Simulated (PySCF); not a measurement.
PySCF 2.14 output of an unrestricted HSE06 calculation on a single atom or ion in x2c-TZVPPall with one added diffuse shell each of s, p, d, f type (12s8p7d4f, 99 functions), with scalar relativity by spin-free X2C-1e:

```
SCF conv_tol = 1e-09
number electrons alpha = 41  beta = 39
    J. Heyd, G. E. Scuseria, and M. Ernzerhof.,  J. Chem. Phys. 118, 8207 (2003)
    J. Heyd, G. E. Scuseria, and M. Ernzerhof.,  J. Chem. Phys. 124, 219906 (2006)
    A. V. Krukau, O. A. Vydrov, A. F. Izmaylov, and G. E. Scuseria.,  J. Chem. Phys. 125, 224106 (2006)
cycle= 1 E= -20247.9737665683  delta_E= -0.0173  |g|= 0.0778  |ddm|= 0.744
cycle= 2 E= -20247.9739281164  delta_E= -0.000162  |g|= 0.0505  |ddm|= 0.153
cycle= 3 E= -20247.9741959772  delta_E= -0.000268  |g|= 0.00647  |ddm|= 0.0494
cycle= 4 E= -20247.9742058206  delta_E= -9.84e-06  |g|= 0.000408  |ddm|= 0.0167
cycle= 5 E= -20247.9742075586  delta_E= -1.74e-06  |g|= 0.000195  |ddm|= 0.00877
cycle= 6 E= -20247.9742082781  delta_E= -7.19e-07  |g|= 2.35e-05  |ddm|= 0.00913
cycle= 7 E= -20247.9742082845  delta_E= -6.48e-09  |g|= 1.57e-06  |ddm|= 0.000832
cycle= 8 E= -20247.9742082846  delta_E= -2.91e-11  |g|= 1.02e-07  |ddm|= 5.96e-05
converged SCF energy = -20247.9742082846  <S^2> = 2.0004024  2S+1 = 3.0002683
```

The run itself started from symmetry-adapted Hartree-Fock orbitals and held the occupation by maximum overlap, on a logarithmic radial grid, so the iterations belong to that start.

Task: Which element, charge and spin multiplicity is this?

Result: Tl⁺ (thallium, charge +1), multiplicity 3; the state was [Xe] 4f14 5d9 6s2 7s1, high-spin 3D determinant (an excited configuration).

Spin-orbit coupling, absent here, splits the open shell strongly. The outer electron is Rydberg-like, and this basis confines it to a smaller radius and binds it less than a complete one would.
